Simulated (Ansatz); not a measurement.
The cluster VO2⁺, relaxed as a quintet with UKS PBE-D4/def2-TZVP in Ansatz, starting from the PBE-D4/def2-TZVP geometry of the charge +1 singlet. Force threshold 0.02 eV/Å.

The structure holds one bond between oxygen atoms, so isomers without such links may lie far lower. At PBE-D4/def2-TZVP a triplet of charge 1 lies 0.92 eV below the quintet, each at its own geometry. The structure comes from a short search, and lower isomers may exist.

Start:

```xyz
3

V    -0.507   -0.015   -0.920
O     0.878   -0.058    0.117
O    -0.371    0.074    0.803
```

| step | energy (eV) | largest force component (eV/Å) | SCF passes |
| --- | --- | --- | --- |
| 1 | -29761.1705 | 7.118 | 89 |
| 2 | -29762.0369 | 3.079 | 251 |
| 3 | -29762.2776 | 1.571 | 137 |
| 4 | -29762.3760 | 0.396 | 79 |
| 5 | -29762.3804 | 0.113 | 117 |
| 6 | -29762.3807 | 0.003 | 71 |

Force components are those of the run's own axes.

End:

Cartesian coordinates in Å:
```
V -0.595 -0.017 -1.073
O 0.868 -0.052 0.221
O -0.273 0.069 0.851
```

By distances, no bond broke or formed. The bond that changes most is V1–O2, from 1.73 to 1.95 Å (atoms count from 1).

No frequencies were taken in this run, so the end may be a saddle point.

It took 24 s on 4 threads of Arm Neoverse V1 on a shared host.
